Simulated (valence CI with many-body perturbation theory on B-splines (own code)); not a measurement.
Results of a calculation; reference values are marked as such.
Sensitivity of CI+MBPT for Te³⁸⁺

Level of theory: relativistic CI+MBPT: four valence electrons over a frozen Dirac-Fock core [Ne], radial functions for each j: 6 s, 6 p, 5 d, 3 f, 1 g, with the one-electron correlation potential Σ1, the two-electron term Σ2, the three-electron term Σ3, Breit, model QED; selected CI, second order for the rest, scaled by the run's own slope (own B-spline code, finite nucleus).

No measured spectrum was set against this ion. As an estimate, large intervals hold to a few tenths of a per cent, small ones and those within an open d or f shell to about a per cent.

The reference run has the lowest level (3s^2 3p1/2^2) J=0 and an ionisation energy of 2701.92 eV. Its largest variational space holds 9995 state functions.

Levels are named by their leading jj configuration (3d3/2^4 stands for four electrons in 3d with j = 3/2), which in mixed levels can hold well under half, so a name can repeat and another be missing. Letters in brackets count levels of one name in rising energy.

| Level | Reference (cm⁻¹) | Shift (cm⁻¹) |
| --- | --- | --- |
| (3s^2 3p1/2 3p3/2) J=1 | 492412 | -249 |
| (3s^2 3p1/2 3p3/2) J=2 | 541535 | -146 |
| (3s^2 3p3/2^2) J=2 | 1069410 | -302 |
| (3s^2 3p3/2^2) J=0 | 1177240 | -51 |
| (3s 3p1/2^2 3p3/2) J=2 | 1266020 | -276 |
| (3s 3p1/2^2 3p3/2) J=1 | 1419250 | -124 |
| (3s^2 3p1/2 3d3/2) J=2 | 1619170 | +303 |
| (3s 3p1/2 3p3/2^2) J=2 [a] | 1690570 | -433 |
| (3s 3p1/2 3p3/2^2) J=3 | 1764260 | -179 |
| (3s^2 3p1/2 3d3/2) J=1 | 1821000 | +940 |
| (3s^2 3p1/2 3d5/2) J=2 | 1891600 | +457 |
| (3s^2 3p1/2 3d5/2) J=3 | 1898620 | +367 |

The ionisation energy moves by -0.0054 eV.

Q: Which of these changes was made?
A. size limit of the variational space 10000 → 1500; cutoff of virtual states (hartree) 5408 → 11760
B. scale of Σ1 1 → 0.8; three-electron term on → off
C. orbitals per symmetry with explicit Σ2 and valence Breit (the others get mean screening factors) 5 → 7

A: B. scale of Σ1 1 → 0.8; three-electron term on → off.
